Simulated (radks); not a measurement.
Results of a calculation; reference values are marked as such.
Spherical quantum dot in the effective-mass picture: electrons in a hard-walled sphere of radius 3.8, all in effective atomic units (hartree* = m*/eps^2 hartree, bohr* = eps/m* bohr), one dielectric constant everywhere. Level of theory: non-relativistic Kohn-Sham, PBE, spin-polarised, spherical densities (a radial shooting solver with Libxc functionals). Levels are named by radial order and angular momentum (1s, 1p, 1d, 2s, ...), and open shells are averaged over m. Results are scaled to m* = 0.123 and eps = 11.3, for which hartree* = 26.21 meV and bohr* = 4.862 nm.

N = 16, configuration 1s2 1p6 1d(up 5, down 3). This is the lowest configuration that the search found. Occupied and some empty levels:

level    occupation  eigenvalue (meV)  <r> (nm)
1s up             1            149.63     12.07
1s down           1            150.35     12.03
1p up             3            154.74     12.65
1p down           3            155.51     12.63
1d up             5            163.35     13.13
1d down           3            164.15     13.11
1f up             0            174.97     13.51
1f down           0            175.80     13.51
2s up             0            181.25     8.426
2s down           0            181.58     8.424
2p up             0            196.95     9.734
2p down           0            197.40     9.724

Energy (meV): total 1422.16, kinetic 422.75, external 0, Hartree 1168.2, exchange-correlation -168.83.
